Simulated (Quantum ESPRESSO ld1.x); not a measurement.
The mean radii <r> (bohr) of the occupied orbitals of an atom or ion are listed with their occupations. Method: Dirac Kohn-Sham, relativistic LDA (MacDonald-Vosko exchange, VWN5 correlation), spin-unpolarised, spherical densities, point nucleus; computed with ld1.x of Quantum ESPRESSO 7.5.

| orbital | occ. | <r> |
|---|---|---|
| 1s1/2 | 2 | 0.02418 |
| 2s1/2 | 2 | 0.1025 |
| 2p1/2 | 2 | 0.08589 |
| 2p3/2 | 4 | 0.09209 |
| 3s1/2 | 2 | 0.2626 |
| 3p1/2 | 2 | 0.2508 |
| 3p3/2 | 4 | 0.2615 |
| 3d3/2 | 2.8 | 0.2300 |
| 3d5/2 | 4.2 | 0.2334 |

Name the element and its charge. Open shells, if any, are shared by 2j + 1.

Answer. Z = 59, praseodymium, charge +34: Pr34+ in [Ar] 3d7. The 1s radius gives Z: for a bare nucleus <r> = (2 gamma + 1)/(2Z) with gamma = sqrt(1 - (Z/c)^2), 0.02377 bohr for Z = 59, and screening makes it slightly larger (0.02418 here). The occupations add up to 25, and the charge is Z minus that.
